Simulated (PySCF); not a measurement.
Order these species by their calculated properties.

Each SMILES stands for a single optimised conformer of the isolated species, non-relativistic unless stated. Electronic properties by PySCF.

Dipoles, sizes and rotational constants follow the conformer. The torsions of the flexible species, by atom-mapped SMILES:
- `[CH3:1][S:2][CH2:3][P@@H+:4]([CH3:5])[c:6]1[cH:7][cH:8][cH:9][o:10]1`: C1–S2–C3–P4 -92°, S2–C3–P4–C5 175°, C3–P4–C6–C7 73°
- `[CH2:1]=[CH:2][C@@H:3]1[NH:4][CH2:5][C@@H:6]1[CH2:7][CH3:8]`: C1–C2–C3–N4 -136°, C5–C6–C7–C8 78°
- `[F:1][C:2]([F:3])=[C:4]([F:5])[C:6]#[C:7][CH2:8][CH2:9][Cl:10]`: C7–C8–C9–Cl10 180°
- `[CH3:1][O:2][Si@H:3]([CH3:4])[O:5][SiH2:6][PH2:7]`: C1–O2–Si3–C4 -60°, O2–Si3–O5–Si6 84°, Si3–O5–Si6–P7 24°, H–P7–Si6–O5 -86°, H–P7–Si6–O5 -178°
- `[CH3:1][O:2][Si@@H:3]([Cl:4])[O:5][CH2:6][C:7]([CH3:8])=[O:9]`: C1–O2–Si3–Cl4 -177°, O2–Si3–O5–C6 -68°, Si3–O5–C6–C7 75°, O5–C6–C7–C8 -171°
- `[CH2:1]=[CH:2][c:3]1[p:4][c:5]([O:6][CH3:7])[cH:8][p-:9]1`: C1–C2–C3–P4 -2°, P4–C5–O6–C7 0°
- `[CH:1]#[C:2][C@H:3]([CH2:4][CH2:5][CH3:6])[NH:7][CH3:8]`: C2–C3–C4–C5 174°, C3–C4–C5–C6 178°, C2–C3–N7–C8 -67°
- `[CH3:1]/[N:2]=[CH:3]\[CH2:4][CH:5]=[C:6]([CH3:7])[CH3:8]`: N2–C3–C4–C5 114°, C3–C4–C5–C6 88°
- `[CH3:1][O:2][c:3]1[cH:4][cH:5][c:6]([C:7](=[O:8])[F:9])[cH:10][cH:11]1`: C1–O2–C3–C4 180°, C5–C6–C7–O8 180°

The conformers of `CO[C@@H]1O[SiH2]OC[C@@H]1Cl`, `C1CCN(C2CC2)C1` and `NC[C@H]1[C@@H]2CC[C@H]1C2` aren't listed.

(1) Rank by HOMO energy, lowest first (PBE0/pcSseg-1 at GFN2-xTB geometries).
A. `CSC[P@@H+](C)C1=CC=CO1`
B. `CO[Si@H](C)O[SiH2]P`
C. `CO[C@@H]1O[SiH2]OC[C@@H]1Cl`
D. `C1CCN(C2CC2)C1`
E. `FC(F)=C(F)C#CCCCl`
F. `C=C[C@@H]1NC[C@@H]1CC`

(2) Rank by HOMO–LUMO gap, lowest first (PBE0/pcSseg-1 at GFN2-xTB geometries).
A. `CSC[P@@H+](C)c1ccco1`
B. `CO[Si@@H](Cl)OCC(C)=O`
C. `NC[C@H]1[C@@H]2CC[C@H]1C2`
D. `C=C[C@@H]1NC[C@@H]1CC`

(3) By how much do the two ends of that ranking differ?

(4) Rank by smallest rotational constant, lowest first (GFN2-xTB).
A. `CC(=CC/C=N\C)C`
B. `C#C[C@H](CCC)NC`
C. `C=Cc1pc(OC)c[p-]1`
D. `FC(F)=C(F)C#CCCCl`
E. `CSC[P@@H+](C)c1ccco1`

(5) Rank by dipole moment, lowest first (PBE0/pcSseg-1 at GFN2-xTB geometries).
A. `C/N=C\CC=C(C)C`
B. `c1c(ccc(C(=O)F)c1)OC`
C. `C#C[C@H](CCC)NC`
D. `CO[Si@H](C)O[SiH2]P`

Answers

(1) A (-10.73 eV), C (-8.14 eV), B (-7.41 eV), E (-7.18 eV), F (-6.31 eV), D (-6.20 eV).

(2) A (5.80 eV), D (6.48 eV), B (6.90 eV), C (8.02 eV).

(3) By 2.22 eV, between `NC[C@H]1[C@@H]2CC[C@H]1C2` and `CSC[P@@H+](C)c1ccco1`.

(4) D (0.285 GHz), E (0.510 GHz), C (0.633 GHz), A (0.816 GHz), B (0.879 GHz).

(5) C (0.53 D), D (1.60 D), A (1.85 D), B (5.44 D).
